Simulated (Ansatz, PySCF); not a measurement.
Pulling on the Si3–H4 bond in H4SiSn (SMILES [SiH3][SnH]) (multiplicity 1 held, fragments rigid). Energies count from the point at 1.489 Å.
Geometry at that point (charge 0, multiplicity 1):
```tsv
atom	x (Å)	y (Å)	z (Å)
Sn	0.0224	0.5398	0.4343
H	-0.4134	1.5187	-0.9877
Si	-0.0383	-1.6023	-1.1589
H	0.9401	-1.4462	-2.2703
H	-1.3883	-1.7535	-1.7684
H	0.2796	-2.8778	-0.4649
```

Unrestricted levels (U-) break spin symmetry where that is lower. Levels need not reach the same state.

Cores are frozen in the correlated methods. Filled d and f shells under p-block atoms count as core. Rows in LANL2DZ carry no dispersion term and start afresh at each structure. LANL2DZ brings its own core potentials from Na on.

Codes used: Ansatz (a quantum-chemistry and plane-wave program); PySCF for LANL2DZ rows. Values without a source in brackets are computed. In def2 rows elements past Kr take small-core potentials, without spin–orbit coupling.

**Question.** Give the energy at R = 4.764 Å at the level U-CCSD/def2-TZVPP.

**Answer.** 85.3 kcal/mol

**Question.** Give the energy at R = 4.764 Å at the level U-wB97X-V/def2-TZVPP.

**Answer.** 87.7 kcal/mol

**Question.** Predict the energy at R = 4.764 Å from R-B3LYP/LANL2DZ.

**Answer.** 119.7 kcal/mol

Doubts at one or more of the structures used: a spin-contaminated determinant (U-wB97X-V/def2-TZVPP, U-CCSD/def2-TZVPP); T1 above 0.05 (U-CCSD/def2-TZVPP).
